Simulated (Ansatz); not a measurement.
Reaction (formal exchange of groups at a B–C bond): `N[SiH2]CBS` + `CCC` → `CC(C)BS` + `C[SiH2]N`

Gas-phase electronic energies from Ansatz, PBE0-D4/def2-TZVP geometries. CCSD(T)/CBS is the MP2 limit (def2-TZVPP, def2-QZVPP) plus CCSD(T) − MP2 in def2-TZVPP, frozen cores. DFT in def2-TZVPP. Each species was taken in one conformer, which may not be the lowest.

`N[SiH2]CBS`:

Cartesian coordinates in Å:
```
N -0.805 -1.405 0.818
Si -0.997 0.303 0.769
C -0.052 0.986 -0.713
B 1.441 0.634 -0.557
S 2.192 -0.876 -1.150
H 0.120 -1.800 0.899
H -1.479 -1.962 1.318
H -0.530 1.037 1.983
H -2.455 0.559 0.620
H -0.526 0.547 -1.595
H -0.224 2.067 -0.699
H 2.200 1.327 0.056
H 1.116 -1.418 -1.750
```

`CCC`:

Z-matrix (Å, degrees):
```
C
C 1 1.519
H 1 1.094 2 111.1
H 1 1.094 2 111.1 3 119.5
H 1 1.093 2 111.7 3 -120.3
C 2 1.519 1 112.7 3 -59.7
H 2 1.095 1 109.5 3 178.2
H 2 1.095 1 109.5 3 62.4
H 6 1.094 2 111.0 1 59.7
H 6 1.093 2 111.7 1 -180.0
H 6 1.094 2 111.1 1 -59.7
```

`CC(C)BS`:

Cartesian coordinates in Å:
```
C -0.965 -0.384 -1.138
C -0.096 0.261 -0.056
C -0.712 0.036 1.329
B 1.345 -0.353 -0.082
S 2.856 0.560 -0.275
H -1.037 -1.465 -0.989
H -1.981 0.023 -1.111
H -0.565 -0.214 -2.141
H -0.058 1.341 -0.242
H -0.772 -1.030 1.563
H -0.131 0.519 2.119
H -1.728 0.441 1.367
H 1.509 -1.532 0.049
H 2.337 1.797 -0.393
```

`C[SiH2]N`:

Z-matrix (Å, degrees):
```
C
Si 1 1.871
H 1 1.093 2 111.2
H 1 1.094 2 110.5 3 119.8
H 1 1.093 2 111.2 3 -120.4
N 2 1.720 1 116.4 3 60.2
H 2 1.489 1 108.4 3 -179.4
H 2 1.489 1 108.4 3 -60.3
H 6 1.007 2 120.7 1 73.7
H 6 1.007 2 120.7 1 -73.5
```

| level | ΔE (kJ/mol) | difference from CCSD(T)/CBS |
| --- | --- | --- |
| PBE0-D4 | 30.0 | 3.7 |
| ωB97X-V | 27.1 | 0.8 |
| PBE | 27.7 | 1.4 |
| PBE0 | 28.2 | 1.9 |
| HF/def2-TZVPP | 24.3 | -2.0 |
| MP2/def2-TZVPP | 26.8 | 0.5 |
| SCS-MP2/def2-TZVPP | 25.7 | -0.6 |
| HF/def2-QZVPP | 23.9 | -2.4 |
| MP2/def2-QZVPP | 26.8 | 0.5 |
| SCS-MP2/def2-QZVPP | 25.6 | -0.7 |
| CCSD(T)/CBS | 26.3 | 0 |

Largest T1 diagnostic among the species: 0.012.

The D4 term adds +3.6 kJ/mol with B3LYP and +1.9 kJ/mol with PBE0; it sums over pairs of atoms, weighted by their polarisabilities, and B3LYP, whose exchange is more repulsive, gets the larger term.

B3LYP here is the variant with VWN-RPA as its local correlation; programs differ in this.
